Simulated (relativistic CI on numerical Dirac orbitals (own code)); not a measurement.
## Calculated levels, Pt²⁴⁺

Computed by Dirac-Coulomb-Breit CI, orbitals from a KLI potential per configuration, a model potential for QED, unscaled Slater integrals (own radial code, finite nucleus).

CI space (outside the closed core [Ar] 3d10): 4s2 4p6 4d10 4f8, 4s2 4p6 4d10 4f7 5s, 4s2 4p6 4d10 4f6 5s2, 4s2 4p6 4d9 4f9, 4s2 4p6 4d10 4f7 5p, 4s2 4p5 4d10 4f9, 4s2 4p6 4d10 4f7 6s, 4s 4p6 4d10 4f9, 4s2 4p6 4d10 4f7 7s, 4p6 4d10 4f10, 4s 4p6 4d10 4f7 5s2, 4s 4p6 4d10 4f8 5s. Levels of other configurations are missing.

| No. | Configuration | Term | J | E (cm⁻¹) | % | Landé g | jj configuration (%) |
| --- | --- | --- | --- | --- | --- | --- | --- |
| 41 | 4s2 4p6 4d10 4f8 | 5K | 8 | 104466.1 | 54 | 1.116 | 4f5/2^4 4f7/2^4 (46) |
| 42 | 4s2 4p6 4d10 4f8 | 5F | 1 | 107012.5 | 52 | 0.658 | 4f5/2^4 4f7/2^4 (47) |
| 43 | 4s2 4p6 4d10 4f8 | 5G | 5 | 107321.2 | 28 | 1.121 | 4f5/2^5 4f7/2^3 (43) |
| 44 | 4s2 4p6 4d10 4f8 | 5D | 3 | 107868.1 | 32 | 1.343 | 4f5/2^5 4f7/2^3 (50) |
| 45 | 4s2 4p6 4d10 4f8 | 5L | 6 | 108872.7 | 25 | 1.019 | 4f5/2^3 4f7/2^5 (45) |
| 46 | 4s2 4p6 4d10 4f8 | 5D | 4 | 110389.3 | 22 | 1.160 | 4f5/2^4 4f7/2^4 (55) |
| 47 | 4s2 4p6 4d10 4f8 | 3O | 12 | 110769.2 | 79 | 1.063 | 4f5/2^4 4f7/2^4 (94) |
| 48 | 4s2 4p6 4d10 4f8 | 3O | 11 | 111634.6 | 59 | 1.039 | 4f5/2^4 4f7/2^4 (97) |
| 49 | 4s2 4p6 4d10 4f8 | 5I | 5 | 112634.3 | 31 | 0.949 | 4f5/2^4 4f7/2^4 (64) |
| 50 | 4s2 4p6 4d10 4f8 | 5K | 7 | 114730.2 | 36 | 1.087 | 4f5/2^4 4f7/2^4 (54) |
| 51 | 4s2 4p6 4d10 4f8 | 3M | 8 | 115506.4 | 38 | 1.005 | 4f5/2^4 4f7/2^4 (72) |
| 52 | 4s2 4p6 4d10 4f8 | 3D | 3 | 117318.3 | 24 | 1.224 | 4f5/2^4 4f7/2^4 (49) |
| 53 | 4s2 4p6 4d10 4f8 | 5K | 6 | 117405.1 | 25 | 1.030 | 4f5/2^4 4f7/2^4 (62) |
| 54 | 4s2 4p6 4d10 4f8 | 5D | 1 | 117611.9 | 58 | 1.752 | 4f5/2^4 4f7/2^4 (54) |
| 55 | 4s2 4p6 4d10 4f8 | 3N | 9 | 117760.7 | 38 | 0.997 | 4f5/2^4 4f7/2^4 (72) |
| 56 | 4s2 4p6 4d10 4f8 | 5P | 2 | 120749.3 | 26 | 1.347 | 4f5/2^4 4f7/2^4 (53) |
| 57 | 4s2 4p6 4d10 4f8 | 5K | 6 | 121590.3 | 21 | 1.046 | 4f5/2^4 4f7/2^4 (39) |
| 58 | 4s2 4p6 4d10 4f8 | 5H | 7 | 122156.2 | 37 | 1.141 | 4f5/2^3 4f7/2^5 (58) |
| 59 | 4s2 4p6 4d10 4f8 | 5G | 4 | 122564.7 | 46 | 1.134 | 4f5/2^4 4f7/2^4 (75) |
| 60 | 4s2 4p6 4d10 4f8 | 5D | 0 | 123829.3 | 73 |  | 4f5/2^3 4f7/2^5 (33) |
| 61 | 4s2 4p6 4d10 4f8 | 3M | 10 | 124253.0 | 64 | 1.062 | 4f5/2^4 4f7/2^4 (85) |
| 62 | 4s2 4p6 4d10 4f8 | 5H | 7 | 124960.4 | 44 | 1.156 | 4f5/2^4 4f7/2^4 (52) |
| 63 | 4s2 4p6 4d10 4f8 | 3H | 4 | 125978.4 | 24 | 1.045 | 4f5/2^4 4f7/2^4 (48) |
| 64 | 4s2 4p6 4d10 4f8 | 3P | 2 | 126965.7 | 27 | 1.074 | 4f5/2^5 4f7/2^3 (39) |
| 65 | 4s2 4p6 4d10 4f8 | 3M | 9 | 129661.0 | 63 | 1.041 | 4f5/2^4 4f7/2^4 (62) |
| 66 | 4s2 4p6 4d10 4f8 | 5H | 5 | 129902.9 | 28 | 1.160 | 4f5/2^4 4f7/2^4 (47) |
| 67 | 4s2 4p6 4d10 4f8 | 5G | 3 | 130313.9 | 43 | 0.987 | 4f5/2^4 4f7/2^4 (42) |
| 68 | 4s2 4p6 4d10 4f8 | 3K | 8 | 131289.1 | 62 | 1.100 | 4f5/2^3 4f7/2^5 (52) |
| 69 | 4s2 4p6 4d10 4f8 | 3H | 5 | 131758.0 | 42 | 0.952 | 4f5/2^4 4f7/2^4 (44) |
| 70 | 4s2 4p6 4d10 4f8 | 3K | 7 | 131849.8 | 37 | 1.036 | 4f5/2^4 4f7/2^4 (54) |
| 71 | 4s2 4p6 4d10 4f8 | 3K | 6 | 132106.3 | 48 | 1.004 | 4f5/2^4 4f7/2^4 (65) |
| 72 | 4s2 4p6 4d10 4f8 | 5D | 4 | 132663.8 | 37 | 1.281 | 4f5/2^4 4f7/2^4 (44) |
| 73 | 4s2 4p6 4d10 4f8 | 5P | 1 | 132856.7 | 33 | 1.714 | 4f5/2^4 4f7/2^4 (49) |
| 74 | 4s2 4p6 4d10 4f8 | 3K | 8 | 134341.2 | 43 | 1.060 | 4f5/2^4 4f7/2^4 (64) |
| 75 | 4s2 4p6 4d10 4f8 | 3G | 3 | 135839.2 | 49 | 0.817 | 4f5/2^4 4f7/2^4 (53) |
| 76 | 4s2 4p6 4d10 4f8 | 3O | 10 | 135984.4 | 43 | 0.999 | 4f5/2^3 4f7/2^5 (75) |
| 77 | 4s2 4p6 4d10 4f8 | 5G | 2 | 136015.4 | 44 | 0.810 | 4f5/2^4 4f7/2^4 (31) |
| 78 | 4s2 4p6 4d10 4f8 | 3H | 4 | 136803.9 | 33 | 0.922 | 4f5/2^4 4f7/2^4 (45) |
| 79 | 4s2 4p6 4d10 4f8 | 3H | 5 | 137064.4 | 32 | 0.971 | 4f5/2^4 4f7/2^4 (58) |
| 80 | 4s2 4p6 4d10 4f8 | 5D | 2 | 138451.8 | 38 | 1.209 | 4f5/2^4 4f7/2^4 (36) |
| 81 | 4s2 4p6 4d10 4f8 | 3K | 7 | 138712.8 | 54 | 1.041 | 4f5/2^4 4f7/2^4 (79) |
| 82 | 4s2 4p6 4d10 4f8 | 1G | 4 | 140663.5 | 22 | 1.015 | 4f5/2^5 4f7/2^3 (38) |
| 83 | 4s2 4p6 4d10 4f8 | 3F | 3 | 140723.1 | 29 | 1.166 | 4f5/2^3 4f7/2^5 (37) |
| 84 | 4s2 4p6 4d10 4f8 | 5D | 0 | 140726.6 | 55 |  | 4f5/2^2 4f7/2^6 (56) |
| 85 | 4s2 4p6 4d10 4f8 | 3I | 6 | 141185.9 | 31 | 1.057 | 4f5/2^4 4f7/2^4 (54) |
| 86 | 4s2 4p6 4d10 4f8 | 3K | 8 | 142358.0 | 52 | 1.065 | 4f5/2^3 4f7/2^5 (60) |
| 87 | 4s2 4p6 4d10 4f8 | 5H | 5 | 144575.6 | 38 | 1.084 | 4f5/2^4 4f7/2^4 (45) |
| 88 | 4s2 4p6 4d10 4f8 | 3N | 11 | 145257.4 | 59 | 1.053 | 4f5/2^3 4f7/2^5 (97) |
| 89 | 4s2 4p6 4d10 4f8 | 3I | 7 | 145319.4 | 62 | 1.112 | 4f5/2^4 4f7/2^4 (56) |
| 90 | 4s2 4p6 4d10 4f8 | 3F | 2 | 145670.0 | 41 | 0.953 | 4f5/2^4 4f7/2^4 (57) |
| 91 | 4s2 4p6 4d10 4f8 | 3G | 5 | 147796.6 | 39 | 1.070 | 4f5/2^4 4f7/2^4 (57) |
| 92 | 4s2 4p6 4d10 4f8 | 3I | 6 | 147881.7 | 26 | 1.005 | 4f5/2^3 4f7/2^5 (46) |
| 93 | 4s2 4p6 4d10 4f8 | 3D | 1 | 148111.0 | 52 | 0.867 | 4f5/2^3 4f7/2^5 (52) |
| 94 | 4s2 4p6 4d10 4f8 | 3F | 3 | 149102.6 | 41 | 1.154 | 4f5/2^3 4f7/2^5 (54) |
| 95 | 4s2 4p6 4d10 4f8 | 3H | 4 | 150185.7 | 33 | 0.985 | 4f5/2^3 4f7/2^5 (36) |
| 96 | 4s2 4p6 4d10 4f8 | 3N | 9 | 150599.8 | 31 | 1.009 | 4f5/2^3 4f7/2^5 (62) |
| 97 | 4s2 4p6 4d10 4f8 | 3K | 6 | 151355.7 | 38 | 1.014 | 4f5/2^3 4f7/2^5 (37) |
| 98 | 4s2 4p6 4d10 4f8 | 1Q | 12 | 151743.7 | 79 | 1.014 | 4f5/2^3 4f7/2^5 (94) |
| 99 | 4s2 4p6 4d10 4f8 | 3F | 2 | 151992.1 | 44 | 0.990 | 4f5/2^3 4f7/2^5 (45) |
| 100 | 4s2 4p6 4d10 4f8 | 3H | 4 | 153045.9 | 48 | 0.985 | 4f5/2^4 4f7/2^4 (61) |
| 101 | 4s2 4p6 4d10 4f8 | 3M | 8 | 153148.3 | 44 | 0.981 | 4f5/2^3 4f7/2^5 (54) |
| 102 | 4s2 4p6 4d10 4f8 | 3M | 10 | 153384.3 | 47 | 1.047 | 4f5/2^3 4f7/2^5 (72) |
| 103 | 4s2 4p6 4d10 4f8 | 3I | 6 | 154207.3 | 27 | 1.032 | 4f5/2^4 4f7/2^4 (49) |
| 104 | 4s2 4p6 4d10 4f8 | 3D | 1 | 154235.1 | 54 | 0.741 | 4f5/2^5 4f7/2^3 (43) |
| 105 | 4s2 4p6 4d10 4f8 | 3P | 0 | 154254.5 | 57 |  | 4f5/2^4 4f7/2^4 (44) |
| 106 | 4s2 4p6 4d10 4f8 | 5H | 4 | 156278.7 | 41 | 0.978 | 4f5/2^3 4f7/2^5 (54) |
| 107 | 4s2 4p6 4d10 4f8 | 3F | 2 | 157359.1 | 26 | 1.306 | 4f5/2^3 4f7/2^5 (45) |
| 108 | 4s2 4p6 4d10 4f8 | 3F | 3 | 157447.8 | 35 | 0.866 | 4f5/2^3 4f7/2^5 (50) |
| 109 | 4s2 4p6 4d10 4f8 | 3H | 6 | 157469.6 | 34 | 1.062 | 4f5/2^4 4f7/2^4 (47) |
| 110 | 4s2 4p6 4d10 4f8 | 3L | 7 | 158779.5 | 36 | 0.993 | 4f5/2^3 4f7/2^5 (60) |

Energies count from the lowest computed level. Filled j subshells are mostly left out of the jj labels.

The mean weight of the leading LS term, summed over parents, in these 70 levels is 42 %, and that of the leading jj configuration (from the same eigenvectors) 55 %, so jj coupling describes them better and the LS labels are nominal.

At this charge energies of transitions that change n are usually good to better than 1 %, and those within a shell (Δn = 0) to a few per cent. Terms inside the open d or f shell come out 10 to 20 % too wide with unscaled integrals.

LS names give the leading component of a level, which can be under half, so a name can repeat, a term be missing and a line seem to break the LS rules.
